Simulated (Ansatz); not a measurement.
This geometry of AlFH$_{5}$NO (9 atoms, charge 0, multiplicity 1) is a first-order saddle point.

All numbers below come from RKS PBE/def2-SVP (Ansatz 0.2.0).

```xyz
9
Properties=species:S:1:pos:R:3
Al 0.002 0.049 0.037
F -0.122 -0.536 1.662
N 1.640 0.065 -0.717
H 2.021 -0.721 -1.249
H 2.250 0.872 -0.859
H -1.359 -0.135 -0.769
O -0.016 1.863 0.953
H 0.850 2.318 0.957
H -0.069 1.390 1.826
```

Task: Which two structures does it join? (They come from a converged band through this point; their orientation in space is the band's.)

Result: No bond is made or broken.  The two ends are copies of one structure, up to a mirror image or an exchange of like atoms.

Initial state:

```xyz
9
Properties=species:S:1:pos:R:3
Al -0.191 0.061 0.099
F -0.205 -0.992 1.427
N 1.552 0.388 -0.522
H 2.307 -0.235 -0.209
H 1.729 0.606 -1.510
H -1.446 0.118 -0.871
O 0.134 1.814 0.971
H 1.067 1.630 0.515
H 0.251 1.775 1.941
```

Final state:

```xyz
9
Properties=species:S:1:pos:R:3
Al -0.185 0.061 0.096
F -0.203 -0.984 1.430
N 1.553 0.383 -0.527
H 1.730 0.599 -1.515
H 2.307 -0.240 -0.214
H -1.445 0.118 -0.872
O 0.131 1.817 0.974
H 1.064 1.645 0.525
H 0.245 1.767 1.944
```

Task: How far does it lie above each of them?

Result: 7.8 kcal/mol above the first and 7.8 kcal/mol above the second. This is the barrier of this one path; another mechanism may lie lower.

Run time: 98 s on 2 threads of AMD EPYC 9R45 96-Core Processor (Zen 5), on a shared host, peak memory 0.13 GiB.
